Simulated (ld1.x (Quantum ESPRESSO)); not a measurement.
Before and after: TM potential for sulfur

ld1.x (Quantum ESPRESSO) 7.5 input, shortened:

```
&input
   title='S', zed=16., rel=1, dft='WC', iswitch=3,
   config='[Ne] 3s2 3p3.5 3d-2'
 /
 &inputp
   pseudotype=2, tm=.true., lloc=-1, rcloc=1.70,
   nlcc=.true., new_core_ps=.true., rcore=0.70
 /
3
3S  1  0   2.00   0.00  1.10  1.10  0.0
3P  2  1   3.50   0.00  1.70  1.70  0.0
3D  3  2  -2.00   0.50  1.85  1.85  0.0
 &test
   configts(1)='3s2 3p3.5'
 /
```

All-electron outer shells of the reference configuration (Wu–Cohen, scalar-relativistic, ld1.x):

```tsv
shell	level (eV)	outermost node (bohr)	outermost maximum (bohr)
3s	-22.20	0.60	1.40
3p	-11.68	0.58	1.57
```

Change: wave 3s (bound): rc 1.10 bohr becomes 3s (bound): rc 1.64 bohr.

Cutoffs: the cutoffs (Ry, on a coarse ladder) from which the occupation-weighted sum of valence levels, in a spherical-Bessel basis at the reference potential, stays within 10 and 1 mRy of its value at 400 Ry; they do not see the model core or the augmentation charge, which bear on the density cutoff. Errors are all-electron minus pseudo energies relative to the spin-unpolarised reference configuration.

Question: How do hardness, ghosts and transferability respond?

Answer: The potential gets softer (60 Ry and 140 Ry → 35 Ry and 50 Ry); of the 7 tests that both files solve, the error grows in 2 and shrinks in 0 by more than 15 % and 0.3 meV (median size 11.5 → 15.4 meV); neither file shows a bound ghost. A larger radius leaves more room for a smooth pseudo-wave, so fewer plane waves are needed.

| quantity | base | changed |
| --- | --- | --- |
| cutoff, loose | 60 Ry | 35 Ry |
| cutoff, tight | 140 Ry | 50 Ry |
| loose cutoff by channel (10 mRy a level) | s 50 Ry, p 10 Ry | s 18 Ry, p 10 Ry |
| bound ghosts | none | none |
| error for 3s2 3p4, meV [ΔE -4.65 eV] | +1.2 | +1.3 |
| error for 3s2 3p3, meV [ΔE 7.10 eV] | +1.0 | +1.1 |
| error for 3s2 3p2, meV [ΔE 29.37 eV] | +20 | +21 |
| error for 3s2 3p1, meV [ΔE 63.42 eV] | +85 | +88 |
| error for 3s0 3p6, meV [ΔE 16.05 eV] | -12 | -15 |
| error for 3s1 3p5, meV [ΔE 5.64 eV] | -2.6 | -3.4 |
| error for 3s2 3p0, meV [ΔE 110.26 eV] | +230 | +239 |
| s: phases at 2.01 bohr within 0.05 rad from the reference energy up to (Ry; the scan ends near 5) | 2.1 | 2.2 |
| p: phases at 2.01 bohr within 0.05 rad from the reference energy up to (Ry; the scan ends near 5) | 3.9 | 3.9 |
| d: phases at 2.01 bohr within 0.05 rad from the reference energy up to (Ry; the scan ends near 5) | 4.8 | 4.8 |
